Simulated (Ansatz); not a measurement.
C6H4Sn, SMILES `C#[C][SnH]([C]#C)[C]#C` at its PBE0-D4/def2-TZVP geometry, where that method's forces vanish. The species carries charge 0 and has multiplicity 1. Sn: def2 effective core potential.

```xyz
11

C     0.4205   -3.0326   -0.4827
C     0.0050   -1.9223   -0.2651
Sn   -0.7477   -0.0303    0.1143
C     0.2132    0.7330    1.7830
C     0.7517    1.1799    2.7643
C    -0.3091    1.1849   -1.5049
C    -0.0769    1.8969   -2.4492
H     0.7946   -4.0122   -0.6763
H    -2.4207   -0.0972    0.3707
H     1.2341    1.5742    3.6296
H     0.1353    2.5257   -3.2837
```

Problem. What forces (eV/Å) does B3LYP-D4/def2-TZVPP give on these atoms in the Gaussian-basis code of Ansatz? (Estimate.)

Solution. Ansatz gave: 
```
C1   0.032 -0.076 -0.017
C2   0.079 -0.208 -0.040
Sn3 -0.149 -0.006  0.023
C4   0.102  0.084  0.183
C5   0.040  0.030  0.068
C6   0.045  0.134 -0.177
C7   0.019  0.049 -0.065
H8  -0.039  0.103  0.021
H9  -0.055 -0.002  0.009
H10 -0.051 -0.041 -0.091
H11 -0.022 -0.066  0.087
```

B3LYP here is the variant with VWN-RPA as its local correlation; programs differ in this.
